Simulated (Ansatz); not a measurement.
C2H8AlNSi can be A, `C=C([SiH3])[NH][AlH2]`, or B, `C[C]1(N)[AlH][SiH2]1`.

Computed with Ansatz on PBE0-D4/def2-TZVP structures; ΔE is electronic, products minus reactants. CCSD(T)/CBS is the MP2 limit (def2-TZVPP, def2-QZVPP) plus CCSD(T) − MP2 in def2-TZVPP, frozen cores. Functionals use def2-TZVPP. B3LYP here is the variant with VWN-RPA as its local correlation; programs differ in this. One conformer a species, not always the lowest.

(1) Which isomer does CCSD(T)/CBS put lower? Give the gap. (An estimate is asked.)

(2) Give E(B) − E(A) in kcal/mol with CCSD/def2-TZVPP, PBE0-D4, ωB97M-V, MP2/def2-TZVPP, B3LYP-D4, B2PLYP, HF/def2-TZVPP. (Estimate.)

Largest T1 diagnostic: 0.014.

## Answers

(1) The calculation gave: A, by 44.3 kcal/mol.

(2) The calculation gave: CCSD/def2-TZVPP 46.5, PBE0-D4 37.5, ωB97M-V 44.2, MP2/def2-TZVPP 44.5, B3LYP-D4 48.0, B2PLYP 47.4, HF/def2-TZVPP 58.7. None reverses the order clearly.

In def2-TZVPP, CCSD(T) changes the Hartree–Fock value by −13.7 kcal/mol (the triples alone add −1.5 kcal/mol) and MP2 by −14.2 kcal/mol. From PBE to PBE0 (25 % exact exchange), in def2-TZVPP and without D4, E(B) − E(A) moves by +1.3 kcal/mol.
